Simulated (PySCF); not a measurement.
## Cl3OV: core ionisation energies

Compound: VOCl3 (singlet state).
Geometry (PBE0-D3(BJ)/def2-SVP, Å), atoms numbered from 1 in this order:
```xyz
5
Cl3OV angstrom
O      0.0358   -0.1049    1.6057
V      0.0031   -0.0011    0.0819
Cl    -0.9964   -1.7158   -0.6808
Cl     2.0111    0.0448   -0.6107
Cl    -1.0363    1.7827   -0.4305
```

Level of theory: delta-SCF UKS SCAN, pcX-2 on the ionised atom, pcseg-1 elsewhere, spin-free X2C (PySCF). These are vertical core ionisation energies against the vacuum level, from separate self-consistent calculations with and without the core hole.

What binding energy does each computed site have?

```json
{"atom(s)": "Cl3/Cl4/Cl5", "environment": "chlorine bonded to V", "level": "Cl 1s", "binding energy (eV)": "2828.93", "2p1/2 (eV)": "–", "count": "3"}
{"atom(s)": "O1", "environment": "oxygen bonded to V", "level": "O 1s", "binding energy (eV)": "538.84", "2p1/2 (eV)": "–", "count": "1"}
{"atom(s)": "Cl3/Cl4/Cl5", "environment": "chlorine bonded to V", "level": "Cl 2p3/2", "binding energy (eV)": "206.33", "2p1/2 (eV)": "207.99", "count": "3"}
```

What is the longest wavelength that can ionise O 1s of O1 vertically?

λ = hc/E = 12398.42 eV Å / 538.84 eV = 23.009 Å.

The first atom of each set that the bonding makes equivalent was ionised and stands for the set. 2p3/2 and 2p1/2 are the ΔSCF energy of one spin-free 2p hole plus the eigenvalues of a spin–orbit and ligand-field matrix of the shell. 2p1/2 minus 2p3/2 (ligand field included): Cl 1.65 eV. No level of vanadium is listed. Isolated species at its PBE0-D3(BJ)/def2-SVP geometry, gas phase.
